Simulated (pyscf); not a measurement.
Structures and frequencies: ωB97X-D3(BJ)/def2-SVP in PySCF.

Question: What is the homolytic dissociation enthalpy (298 K, ωB97M-D3(BJ)/def2-TZVP) of the In–N bond of `[Cl][In]([Cl])[N]1[BH][NH][BH][NH][BH]1`, to [Cl–In–Cl]• + cyclic H₅B₃N₃ (SMILES B1[N]BNBN1) [doublet]?

Answer: In–N to [Cl–In–Cl]• + cyclic H₅B₃N₃ (SMILES B1[N]BNBN1) [doublet]: 77.8 kcal/mol. The 7 functionals that were run give +68.4 (PBE) to +82.5 kcal/mol (ωB97X-D3(BJ)/def2-TZVP). The radicals are drawn with the spin at the cut bond; how far it spreads was not checked. Other isomers of cyclic H₅B₃N₃ (SMILES B1[N]BNBN1) [doublet] were not searched in full and may lie lower. Elements past Kr carry the def2 core potentials, without spin-orbit coupling.
